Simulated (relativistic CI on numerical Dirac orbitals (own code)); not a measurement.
## d4 in a ligand field

Computed with a parametric ligand-field model of a d^n configuration (Racah B and C, spin-orbit zeta, crystal field), exact diagonalisation.

Field parameters in Wybourne normalisation: Oh B⁴₀ = 21Dq, B⁴₄ = √(5/14) B⁴₀. The field is a parameter set, without covalency, and values of 10Dq over about 45,000 cm⁻¹ lie beyond real compounds.

B = 1070 cm⁻¹, C = 5130 cm⁻¹ (C/B = 4.79), Oh, no spin-orbit coupling. Tanabe-Sugano data, E/B above the lowest term (Δ = |10Dq|; b, c mark the second and third term of a kind):

```tsv
Δ/B	5E	5T2	3T1	3E	3T2	1T2	1E	1A1
1.0	0.00	1.00	23.09	23.35	23.97	34.67	34.59	35.76
3.0	0.00	3.00	22.26	23.60	25.03	34.02	33.91	36.54
5.0	0.00	5.00	20.95	23.76	25.58	32.90	32.98	36.64
7.0	0.00	7.00	19.41	23.87	25.88	31.53	31.87	36.40
9.0	0.00	9.00	17.76	23.95	26.06	30.02	30.60	35.95
11.0	0.00	11.00	16.03	24.01	26.19	28.43	29.21	35.36
13.0	0.00	13.00	14.26	24.06	26.28	26.78	27.72	34.65
15.0	0.00	15.00	12.45	24.09	26.36	25.08	26.14	33.85
17.0	0.00	17.00	10.62	24.12	26.42	23.35	24.51	32.96
19.0	0.00	19.00	8.76	24.15	26.46	21.60	22.82	31.98
21.0	0.00	21.00	6.89	24.17	26.50	19.81	21.09	30.94
23.0	0.00	23.00	5.00	24.19	26.54	18.01	19.33	29.82
25.0	0.00	25.00	3.10	24.20	26.57	16.20	17.53	28.65
27.0	0.00	27.00	1.19	24.21	26.59	14.36	15.71	27.41
29.0	0.73	29.73	0.00	24.95	27.34	13.25	14.60	26.84
31.0	2.65	33.65	0.00	26.89	29.29	13.32	14.67	27.41
33.0	4.58	37.58	0.00	28.83	31.24	13.38	14.74	27.95
35.0	6.52	41.52	0.00	30.78	33.19	13.44	14.79	28.45
37.0	8.46	45.46	0.00	32.73	35.15	13.50	14.84	28.91
39.0	10.41	49.41	0.00	34.68	37.11	13.56	14.88	29.34
41.0	12.36	53.36	0.00	36.63	39.07	13.61	14.92	29.73
43.0	14.31	57.31	0.00	38.59	41.03	13.66	14.96	30.10
45.0	16.27	61.27	0.00	40.56	43.00	13.71	14.99	30.45
47.0	18.23	65.23	0.00	42.52	44.97	13.75	15.02	30.77
```

The ground term changes from 5E to 3T1 between Δ/B = 27.0 and 29.0.
